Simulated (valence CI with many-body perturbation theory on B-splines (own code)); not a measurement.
**E1 transitions of Pt⁷⁺**

Level of theory: relativistic CI+MBPT: three valence electrons over a frozen Dirac-Fock core [Xe] 4f14, a basis of 7 s, 7 p, 8 d, 6 f, 4 g, 1 h functions for each j, with the one-electron correlation potential Σ1 (screened to all orders), the two-electron term Σ2, the three-electron term Σ3, Breit, model QED; selected single and double excitations, second order for the rest, scaled by the run's own slope (own B-spline code, finite nucleus).

No measured levels were compared; by estimate terms of the open shell hold to 2 to 4 % of their energy, and close levels can change places; different configurations can be misplaced against each other by 1,000 to 8,000 cm⁻¹. The list stops below the first excitations out of the core.

Lines 251 to 300 of 436 in falling wavelength, among levels below 39.955 eV, chosen from the strongest by gf and those to the six lowest levels. Wavelengths and rates use the calculated energies, so an error of 2000 cm⁻¹ moves a line at 415.3 Å by 0.83 % and its rate by three times that or more. Electric multipoles are in the length gauge, E1 and E2 with the static RPA response of the core. Weak lines are less certain than strong ones. Lines between different terms over intervals too small for the method are left out, as are lines whose strength nearly cancels. The highest levels of a list are the least certain.

Levels are named by their leading jj configuration (3d3/2^4 stands for four electrons in 3d with j = 3/2), which in mixed levels can hold well under half, so a name can repeat and another be missing. Letters in brackets count levels of one name in rising energy.

```csv
λ vac (Å),Upper,Lower,A (s⁻¹),log gf,Branch %
415.3,(5d3/2 5d5/2 6p3/2) J=7/2,(5d5/2^3) J=5/2,3.47e+05,-4.14,0.0
415.1,(5d3/2 5d5/2 6p3/2) J=5/2,(5d5/2^3) J=5/2,4.72e+07,-2.14,0.2
414.8,(5d3/2 5d5/2 6p1/2) J=5/2 [a],(5d3/2 5d5/2^2) J=5/2 [b],9.88e+07,-1.82,0.7
414.3,(5d3/2 5d5/2 6p1/2) J=1/2,(5d5/2^3) J=3/2,3.26e+08,-1.77,2.2
413.8,(5d3/2^2 6p1/2) J=3/2,(5d3/2 5d5/2^2) J=5/2 [a],1.12e+05,-4.94,0.0
413.8,(5d3/2 5d5/2 6p1/2) J=5/2 [b],(5d5/2^3) J=3/2,5.94e+07,-2.04,0.5
410.5,(5d3/2 5d5/2 6p3/2) J=5/2,(5d3/2 5d5/2^2) J=3/2 [b],1.06e+08,-1.79,0.4
409.9,(5d3/2 5d5/2 6p1/2) J=9/2,(5d3/2 5d5/2^2) J=7/2 [b],9.91e+07,-1.60,0.9
408.2,(5d3/2 5d5/2 6p1/2) J=5/2 [b],(5d3/2 5d5/2^2) J=7/2 [b],1.23e+08,-1.73,0.9
407.9,(5d3/2 5d5/2 6p1/2) J=3/2 [a],(5d3/2 5d5/2^2) J=5/2 [c],1.21e+07,-2.92,0.1
407.5,(5d3/2 5d5/2 6p1/2) J=9/2,(5d5/2^3) J=9/2,1.40e+08,-1.46,1.3
407.1,(5d3/2 5d5/2 6p1/2) J=3/2 [b],(5d5/2^3) J=3/2,1.54e+07,-2.82,0.1
406.4,(5d3/2 5d5/2 6p1/2) J=7/2 [b],(5d3/2 5d5/2^2) J=7/2 [b],1.94e+08,-1.42,1.1
405.1,(5d3/2 5d5/2 6p1/2) J=5/2 [b],(5d3/2 5d5/2^2) J=5/2 [c],1.15e+08,-1.77,0.9
404.1,(5d3/2 5d5/2 6p1/2) J=7/2 [b],(5d5/2^3) J=9/2,1.90e+07,-2.43,0.1
403.5,(5d3/2^2 6p3/2) J=3/2,(5d5/2^3) J=3/2,5.24e+06,-3.29,0.0
403.4,(5d3/2 5d5/2 6p1/2) J=7/2 [b],(5d3/2 5d5/2^2) J=5/2 [c],1.80e+08,-1.45,1.0
401.4,(5d3/2^2 6p3/2) J=5/2,(5d5/2^3) J=3/2,2.17e+07,-2.50,0.1
401.3,(5d3/2^2 6p1/2) J=1/2,(5d3/2 5d5/2^2) J=1/2,2.74e+08,-1.88,1.6
400.7,(5d3/2 5d5/2 6p1/2) J=5/2 [a],(5d3/2 5d5/2^2) J=3/2 [a],2.14e+06,-3.51,0.0
400.7,(5d3/2 5d5/2 6p1/2) J=3/2 [a],(5d3/2 5d5/2^2) J=5/2 [b],2.82e+08,-1.57,2.0
399.3,(5d3/2^2 6p1/2) J=5/2,(5d3/2^2 5d5/2) J=3/2,1.70e+08,-1.61,4.2
398.6,(5d3/2 5d5/2 6p1/2) J=3/2 [b],(5d3/2 5d5/2^2) J=5/2 [c],1.02e+09,-1.01,5.6
398.4,(5d3/2^2 6p1/2) J=1/2,(5d3/2 5d5/2^2) J=3/2 [a],6.70e+07,-2.50,0.4
398.0,(5d3/2 5d5/2 6p1/2) J=5/2 [b],(5d3/2 5d5/2^2) J=5/2 [b],1.05e+08,-1.82,0.8
396.6,(5d3/2^2 6p3/2) J=1/2,(5d5/2^3) J=3/2,1.12e+07,-3.28,0.1
396.4,(5d3/2 5d5/2 6p1/2) J=7/2 [b],(5d3/2 5d5/2^2) J=5/2 [b],1.69e+06,-3.50,0.0
396.1,(5d3/2^2 6p3/2) J=5/2,(5d3/2 5d5/2^2) J=7/2 [b],1.29e+08,-1.74,0.6
395.7,(5d3/2^2 6p1/2) J=5/2,(5d3/2^2 5d5/2) J=7/2,7.92e+07,-1.95,2.0
395.4,(5d3/2 5d5/2 6p1/2) J=7/2 [a],(5d3/2 5d5/2^2) J=5/2 [a],2.22e+07,-2.38,0.3
395.2,(5d3/2^2 6p3/2) J=3/2,(5d3/2 5d5/2^2) J=5/2 [c],5.23e+06,-3.31,0.0
395.1,(5d3/2^2 6p1/2) J=3/2,(5d3/2^2 5d5/2) J=1/2,2.10e+08,-1.71,1.3
394.4,(5d3/2 5d5/2 6p1/2) J=7/2 [a],(5d3/2 5d5/2^2) J=9/2,2.69e+08,-1.30,3.8
393.6,(5d3/2^2 6p3/2) J=7/2,(5d3/2 5d5/2^2) J=7/2 [b],1.15e+08,-1.67,0.5
393.5,(5d3/2 5d5/2 6p1/2) J=9/2,(5d3/2 5d5/2^2) J=11/2,5.58e+08,-0.89,5.3
393.2,(5d3/2^2 6p3/2) J=5/2,(5d3/2 5d5/2^2) J=5/2 [c],4.51e+08,-1.20,2.0
393.2,(5d3/2 5d5/2 6p1/2) J=5/2 [a],(5d3/2 5d5/2^2) J=5/2 [a],3.60e+08,-1.30,2.6
392.0,(5d3/2 5d5/2 6p1/2) J=7/2 [a],(5d3/2 5d5/2^2) J=7/2 [a],1.61e+08,-1.53,2.3
391.8,(5d3/2 5d5/2 6p1/2) J=3/2 [b],(5d3/2 5d5/2^2) J=5/2 [b],1.69e+08,-1.81,0.9
391.4,(5d3/2^2 6p3/2) J=7/2,(5d5/2^3) J=9/2,2.00e+05,-4.43,0.0
390.7,(5d3/2^2 6p3/2) J=7/2,(5d3/2 5d5/2^2) J=5/2 [c],1.31e+08,-1.62,0.6
390.3,(5d3/2 5d5/2 6p1/2) J=3/2 [a],(5d3/2 5d5/2^2) J=1/2,4.65e+08,-1.37,3.3
390.1,(5d3/2^2 6p1/2) J=3/2,(5d3/2^2 5d5/2) J=3/2,6.66e+08,-1.22,4.0
389.9,(5d3/2 5d5/2 6p1/2) J=5/2 [a],(5d3/2 5d5/2^2) J=7/2 [a],3.34e+06,-3.34,0.0
388.5,(5d3/2^2 6p3/2) J=3/2,(5d3/2 5d5/2^2) J=5/2 [b],3.93e+06,-3.45,0.0
388.2,(5d3/2 5d5/2 6p1/2) J=1/2,(5d3/2 5d5/2^2) J=1/2,5.33e+08,-1.62,3.7
387.6,(5d3/2 5d5/2 6p1/2) J=3/2 [a],(5d3/2 5d5/2^2) J=3/2 [a],2.87e+07,-2.59,0.2
386.6,(5d3/2^2 6p3/2) J=5/2,(5d3/2 5d5/2^2) J=5/2 [b],2.52e+05,-4.47,0.0
385.5,(5d3/2 5d5/2 6p1/2) J=1/2,(5d3/2 5d5/2^2) J=3/2 [a],1.57e+07,-3.15,0.1
385.1,(5d3/2 5d5/2 6p1/2) J=5/2 [b],(5d3/2 5d5/2^2) J=3/2 [a],2.21e+08,-1.53,1.7
```
